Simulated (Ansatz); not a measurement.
A nudged elastic band was laid between two geometries of C₃H₁₀FNSi (16 atoms, charge 0, multiplicity 1).

These are results of RKS PBE0/def2-SVP in Ansatz, not measurements.

```
movable images  : 9
climbing image  : yes
spring          : 5.0 eV/Å²
optimiser       : quadratic models (default)
start path      : IDPP
force threshold : 0.05 eV/Å
iteration limit : 26
end points      : relaxed
```

Initial state:

```xyz
16
Properties=species:S:1:pos:R:3
C -2.143 -1.141 -0.437
N -0.936 -0.375 -0.650
C 0.202 -0.783 0.063
F 0.003 -0.729 1.462
C 1.422 0.065 -0.243
Si 1.421 1.771 0.589
H -1.958 -2.197 -0.692
H -2.521 -1.110 0.601
H -2.935 -0.778 -1.108
H -1.095 0.626 -0.561
H 0.383 -1.852 -0.149
H 2.329 -0.454 0.108
H 1.520 0.181 -1.333
H 0.103 2.457 0.404
H 1.713 1.681 2.048
H 2.472 2.615 -0.059
```

Final state:

```xyz
16
Properties=species:S:1:pos:R:3
C -1.964 -0.837 -1.233
N -0.659 -0.278 -0.960
C 0.029 -0.799 0.147
F -0.683 -0.612 1.354
C 1.396 -0.167 0.337
Si 1.357 1.577 1.081
H -1.874 -1.926 -1.379
H -2.705 -0.669 -0.430
H -2.361 -0.415 -2.168
H -0.672 0.739 -0.948
H 0.097 -1.896 0.033
H 1.995 -0.787 1.023
H 1.925 -0.151 -0.628
H 1.046 1.556 2.539
H 2.701 2.206 0.893
H 0.349 2.436 0.384
```

What changes between the two ends?

No bond is made or broken. The dihedral C3–C5–Si6–H14 goes from -47 to 74°. The two ends are copies of one structure, up to a mirror image or an exchange of like atoms.

Give the energies along the band, and the barrier.

It converged. The highest image is number 5 of 0 to 10, 0.081 eV above the ends, which have the same energy within 2 meV. A vibrational analysis at the climbing image gives one clearly imaginary mode, 129i cm⁻¹: a first-order saddle point.

```csv
image,path coordinate (Å),energy (eV),dihedral C3–C5–Si6–H14 (°)
0,0.00,0.000,-47
1,0.44,0.008,-36
2,0.88,0.030,-25
3,1.32,0.056,-13
4,1.76,0.075,0
5,2.20,0.081,12
6,2.75,0.071,27
7,3.30,0.048,40
8,3.85,0.025,53
9,4.40,0.008,65
10,4.95,0.000,74
```

What is the geometry of the highest image?


```xyz
16
Properties=species:S:1:pos:R:3
C -2.004 -0.897 -1.079
N -0.736 -0.246 -0.838
C 0.093 -0.831 0.134
F -0.508 -0.858 1.407
C 1.429 -0.128 0.284
Si 1.347 1.672 0.903
H -1.829 -1.946 -1.368
H -2.683 -0.901 -0.206
H -2.520 -0.410 -1.919
H -0.849 0.754 -0.689
H 0.238 -1.894 -0.131
H 2.033 -0.695 1.010
H 1.965 -0.159 -0.677
H -0.013 2.020 1.413
H 2.336 1.873 2.004
H 1.678 2.625 -0.203
```

What are the harmonic wavenumbers there?

129i, 80, 113, 170, 181, 272, 353, 512, 554, 559, 642, 693, 751, 819, 924, 927, 946, 951, 992, 1074, 1143, 1155, 1186, 1269, 1297, 1363, 1375, 1414, 1441, 1463, 1488, 1532, 2224, 2238, 2241, 3023, 3063, 3093, 3111, 3153, 3156, 3581 cm⁻¹.

The run took 4.4 min on 2 threads of Arm Neoverse V2, on a shared host, peak memory 0.39 GiB.
